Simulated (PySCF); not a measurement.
H2OPbS, SMILES [OH][Pb][SH] (connectivity only; charge and spin as stated), neutral, multiplicity 1. Coordinates come from a PBE-D3(BJ)/def2-TZVP optimisation. The def2 effective core potentials stand for the cores of Pb; spin–orbit coupling is left out. One conformer was computed; it need not be the lowest.

Level of theory: PBE-D3(BJ)/def2-TZVP (PySCF).

Harmonic wavenumbers (cm⁻¹): 120, 228, 284, 379, 507, 556, 734, 2613, 3702. Rotational constants (GHz): 7.090, 2.581, 1.892; symmetry number 1.

Question: Work out the zero-point energy and the ideal-gas rigid-rotor harmonic-oscillator thermochemistry at 298.15 K and 1 atm.

Answer: ZPE = ½ Σ hcν = ½ × 9123 cm⁻¹ = 13.04 kcal/mol. H − E(el) = 16.97 kcal/mol. Entropy in cal/(mol K): translation 42.53, rotation 26.63, vibration 8.99, total 78.15. G − E(el) = -6.33 kcal/mol. Cp = 18.03 cal/(mol K). Modes under 150 cm⁻¹ make the vibrational entropy uncertain.
